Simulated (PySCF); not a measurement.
## Optical rotation: `C=C[C@@H]([SiH3])[Si@H]([SiH3])P`, C$_{3}$H$_{13}$PSi$_{3}$

Geometry:
```json
{"atom": "C1", "x (Å)": "-1.177", "y (Å)": "-1.219", "z (Å)": "1.912"}
{"atom": "C2", "x (Å)": "-0.951", "y (Å)": "-0.148", "z (Å)": "1.170"}
{"atom": "C3", "x (Å)": "-0.937", "y (Å)": "-0.116", "z (Å)": "-0.313"}
{"atom": "Si4", "x (Å)": "-2.270", "y (Å)": "1.098", "z (Å)": "-0.949"}
{"atom": "Si5", "x (Å)": "0.848", "y (Å)": "0.306", "z (Å)": "-0.898"}
{"atom": "Si6", "x (Å)": "2.273", "y (Å)": "-1.496", "z (Å)": "-0.495"}
{"atom": "P7", "x (Å)": "1.378", "y (Å)": "2.221", "z (Å)": "0.163"}
{"atom": "H8", "x (Å)": "-1.172", "y (Å)": "-1.182", "z (Å)": "2.989"}
{"atom": "H9", "x (Å)": "-1.388", "y (Å)": "-2.178", "z (Å)": "1.467"}
{"atom": "H10", "x (Å)": "-0.742", "y (Å)": "0.805", "z (Å)": "1.647"}
{"atom": "H11", "x (Å)": "-1.176", "y (Å)": "-1.115", "z (Å)": "-0.691"}
{"atom": "H12", "x (Å)": "-3.565", "y (Å)": "0.675", "z (Å)": "-0.408"}
{"atom": "H13", "x (Å)": "-2.297", "y (Å)": "1.024", "z (Å)": "-2.411"}
{"atom": "H14", "x (Å)": "-1.963", "y (Å)": "2.456", "z (Å)": "-0.505"}
{"atom": "H15", "x (Å)": "0.772", "y (Å)": "0.696", "z (Å)": "-2.323"}
{"atom": "H16", "x (Å)": "3.685", "y (Å)": "-1.138", "z (Å)": "-0.663"}
{"atom": "H17", "x (Å)": "2.007", "y (Å)": "-2.611", "z (Å)": "-1.406"}
{"atom": "H18", "x (Å)": "2.133", "y (Å)": "-2.010", "z (Å)": "0.870"}
{"atom": "H19", "x (Å)": "2.617", "y (Å)": "2.335", "z (Å)": "-0.439"}
{"atom": "H20", "x (Å)": "1.921", "y (Å)": "1.608", "z (Å)": "1.278"}
```

Theory: PySCF 2.14.0, TDDFT CAM-B3LYP/def2-SVPD circular dichroism and optical rotation, one conformer, gas phase. Geometry: GFN2-xTB.

The molecule is flexible and this is one conformer; a measurement averages over conformers.

Stereocentres: C3 S, Si5 R.

Give the optical rotatory dispersion at 633, 589.3, 546, 436, 405, 365, 355 nm.

[α] in deg dm⁻¹ (g/mL)⁻¹:
```csv
λ (nm),origin-invariant length gauge,modified velocity gauge,length gauge (centre of mass),isotropic polarisability (au)
633,-91.7,-99.1,-91.8,153.7
589.3,-111.4,-120.2,-111.6,154.5
546,-138.5,-148.8,-138.8,155.6
436,-284.4,-301.6,-284.7,160.3
405,-372.6,-393.2,-373.0,162.5
365,-568.5,-595.3,-569.0,166.5
355,-642.9,-671.7,-643.3,167.7
```

And for the mirror image at 589.3 nm?

+111.4 deg dm⁻¹ (g/mL)⁻¹ (origin-invariant length gauge): the same size and the opposite sign.

What is the molar rotation [Φ] = [α]·M/100 of the geometry above at 589.3 nm?

With M = 164.37 g/mol, -183.2 deg cm² dmol⁻¹ (origin-invariant length gauge).

The first excitation lies at 6.06 eV (204 nm) with R = -263.5 × 10⁻⁴⁰ esu² cm² (velocity form).
